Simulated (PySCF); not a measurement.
## Polarisability and C₆ of Si (silicon, neutral)

[Ne] 3s1 3p3, high-spin 5S determinant (an excited configuration). Computed with PySCF 2.14 in aug-cc-pwCVQZ (10s9p7d5f3g, 134 functions), with no relativity, point nucleus. Coupled (time-dependent) response in atomic units; α is the mean over directions.

| method | mean α (bohr³) | C₆ (like pair) | S(−4) |
| --- | --- | --- | --- |
| UHF | 34.19 | 268.0 | 409.3 |
| PBE | 38.65 | 310.7 | 595.7 |
| PBE0 | 36.71 | 291.6 | 511.3 |

S(−4) is the Cauchy moment in α(ω) = α(0) + S(−4) ω² + …

α(iu) at UHF:

```csv
u (hartree),α(iu) (bohr³)
0,34.19
0.0500,33.20
0.100,30.59
0.200,23.53
0.300,17.26
0.500,9.586
0.750,5.275
1.00,3.305
1.50,1.671
2.00,1.034
3.00,0.5394
5.00,0.2481
```
